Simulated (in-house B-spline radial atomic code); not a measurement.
A fraction x of an electron is removed from 3p in P2+, starting from [Ne] 3s2 3p1 and keeping the highest spin. Method: non-relativistic wB97X, spin-polarised, spherical fractional occupations, point nucleus. Calculated with an all-electron radial atomic-structure program (B-spline basis).

Caution: exact exchange at fractional occupations of open shells leaves self-interaction of up to several eV.

```tsv
x	E(x) - E(0) (eV)	3p up level (eV)
0	0.0000	-23.550
0.04	0.9480	-23.852
0.2	4.8612	-25.064
0.36	8.9692	-26.289
0.43	10.8284	-26.829
0.5	12.7254	-27.373
0.56	14.3819	-27.842
0.68	17.7795	-28.788
0.83	22.1876	-29.990
0.9	24.3067	-30.559
1	27.4036	-
```

The exact functional would give a straight line between the two integer points. Deviations E(x) - E(0) - x[E(1) - E(0)], in eV: -0.148 at x = 0.04, -0.62 at x = 0.2, -0.896 at x = 0.36, -0.955 at x = 0.43, -0.976 at x = 0.5, -0.964 at x = 0.56, -0.855 at x = 0.68, -0.557 at x = 0.83, -0.357 at x = 0.9.

The curve lies below the straight line by up to 0.976 eV (at x = 0.5): convex, the delocalisation error, to which spherically averaged exact exchange adds.

Q: How well does Slater's transition state (minus the level at half occupation) give the ionisation energy?

A: It gives 27.373 eV against 27.404 eV from the two total energies; NIST lists 30.20 eV, ground level to ground level. The end point has an open shell averaged over its orbitals, so its exact exchange keeps a self-interaction and this is no true integer point.
